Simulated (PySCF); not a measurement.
# Broadened absorption spectrum of C2H5F3SSi2

Species: C₂H₅F₃SSi₂.
SMILES: `FC(F)=C(F)[SiH2]S[SiH3]`

Theory: TDDFT wB97X-D/def2-SVPD, vertical, gas phase, core orbitals frozen in the response in PySCF. Geometry: GFN2-xTB, one conformer, isolated molecule. Torsions of this conformer, `[F:1][C:2]([F:3])=[C:4]([F:5])[SiH2:6][S:7][SiH3:8]`: C2–C4–Si6–S7 114°, C4–Si6–S7–Si8 55°.

Computed states:

```
state  E (eV)      f
   S1    5.94  0.032
   S2    6.33  0.015
   S3    6.42  0.015
   S4    6.64  0.029
   S5    6.86  0.242
   S6    7.05  0.054
   S7    7.38  0.059
   S8    7.41  0.065
```

Broadening: Gaussians 0.4 eV wide at half height, area fixed by f = 4.319×10⁻⁹ ∫ε dν̃. The width is an assumption, not a result. The curve ends short of the highest state used, and states not computed would add to its high-energy end.

Task: What does the envelope look like, and where are its maxima?

Result: 
(E (eV), ε (L mol⁻¹ cm⁻¹)): (5.34, 5), (5.37, 8), (5.41, 18), (5.44, 30), (5.47, 50), (5.51, 92), (5.54, 141), (5.58, 238), (5.61, 340), (5.64, 470), (5.68, 690), (5.71, 888), (5.75, 1184), (5.78, 1418), (5.82, 1720), (5.85, 1920), (5.88, 2081), (5.92, 2218), (5.95, 2258), (5.99, 2233), (6.02, 2168), (6.05, 2082), (6.09, 1965), (6.12, 1899), (6.16, 1866), (6.19, 1892), (6.23, 1998), (6.26, 2126), (6.29, 2291), (6.33, 2561), (6.36, 2802), (6.40, 3187), (6.43, 3548), (6.47, 4170), (6.50, 4783), (6.53, 5556), (6.57, 6874), (6.60, 8093), (6.64, 9999), (6.67, 11589), (6.70, 13239), (6.74, 15378), (6.77, 16800), (6.81, 18260)

Maxima: 208 nm (5.96 eV), ε about 2300, made up of S1 (95%) (ε in L mol⁻¹ cm⁻¹; maxima over ε = 5, shares over 10%). At its high-energy end, 6.81 eV, the curve is still rising (ε about 18000, from S5).

Task: On this curve, what absorbance would a 10⁻⁵ mol/L sample give at 222 nm over a 1 cm path?

Result: 222 nm is 5.585 eV, where ε is about 250 L mol⁻¹ cm⁻¹, so A = ε c l ≈ 0.0025 (Beer–Lambert, with the gas-phase spectrum and the assumed width).

Task: Coming from long wavelengths, where does ε first pass 100 L mol⁻¹ cm⁻¹?

Result: At about 225 nm (5.52 eV), 0.42 eV below S1.

Task: What would ε be at 5.96 eV, the highest of these maxima, with half the width (0.2 eV)?

Result: About 4170 L mol⁻¹ cm⁻¹ against 2260, a factor of about 1.8; a lone state at its own centre would give exactly 2.
